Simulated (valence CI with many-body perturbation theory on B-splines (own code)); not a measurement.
**Valence orbitals of Cd²⁵⁺**

Level of theory: configuration interaction combined with many-body perturbation theory (CI+MBPT): five valence electrons over a frozen Dirac-Fock core [Ar], a basis of 7 s, 7 p, 8 d, 6 f, 4 g, 1 h functions for each j, with the one-electron correlation potential Σ1, the two-electron term Σ2, the three-electron term Σ3, Breit, model QED; selected CI, second order for the rest, scaled by the run's own slope (own B-spline code, finite nucleus).

No measured levels were compared; by estimate terms of the open shell hold to 2 to 4 % of their energy, and close levels can change places. Only levels of the ground parity were solved; by the run's estimate the other parity begins above the list, which can be wrong where configurations are misplaced.

These are the spectroscopic orbitals of the CI (the correlating ones are not listed), shaped by the core and the other valence electrons. h is the expectation value of the core's Dirac-Fock operator, without the valence repulsion; Σ1 is computed up to l = 3 at one energy for each symmetry, that of its lowest orbital but kept below the first core excitation, so for empty shells it is not the orbital's own correlation shift; Breit and QED include the response of the core.

```tsv
Orbital	h (hartree)	Σ1 (cm⁻¹)	Breit (cm⁻¹)	QED (cm⁻¹)	⟨r⟩ (bohr)
4s1/2	-35.471	-6943	2286	1650	0.6878
5s1/2	-21.471	-2578	1101	804	1.138
6s1/2	-14.402	-1274	601	444	1.706
4p1/2	-33.903	-8576	3559	-93.0	0.6910
5p1/2	-20.706	-3173	1765	-44.4	1.152
6p1/2	-13.974	-1567	983	-24.3	1.733
4p3/2	-33.339	-8261	2240	71.7	0.7039
5p3/2	-20.438	-3118	1113	36.9	1.168
6p3/2	-13.826	-1552	645	21.0	1.752
3d3/2	-59.906	-21255	4856	-524	0.2999
4d3/2	-31.034	-8443	1622	-133	0.6878
5d3/2	-19.339	-3348	794	-61.4	1.178
3d5/2	-59.551	-20601	2148	-320	0.3025
4d5/2	-30.913	-8300	774	-71.4	0.6910
5d5/2	-19.28	-3284	376	-32.0	1.182
4f5/2	-28.774	-16440	86.4	-65.8	0.6418
5f5/2	-18.313	-7127	40.8	-33.5	1.151
4f7/2	-28.739	-15197	-150	-45.7	0.6430
5f7/2	-18.293	-6550	-69.1	-22.9	1.153
5g7/2	-17.761		4.0	-5.9	1.049
5g9/2	-17.753		-13.0	-1.2	1.049
```

Among the shells of the start configuration 3d5, Σ1 is largest in size for 3d3/2, where it is 0.16 % of h.

Lowest root of each symmetry, sizes in configuration state functions:

```
   J  Parity  Roots  Reference  Variational  Second order  Change by selected CI (cm⁻¹)  Change by second order (cm⁻¹)
 1/2    even      4         74        18243        161698                        -17878                             -7
 3/2    even      7        127        27062        343337                        -17709                            -30
 5/2    even     10        152        26554        401133                        -13002                            -80
 7/2    even      7        137        26265        377735                        -16675                           -184
 9/2    even      5        107        26129        306015                        -16295                           -123
11/2    even      3         67        26368        159256                        -16455                            -29
13/2    even      1         35        22169        141185                        -16987                            -14
```
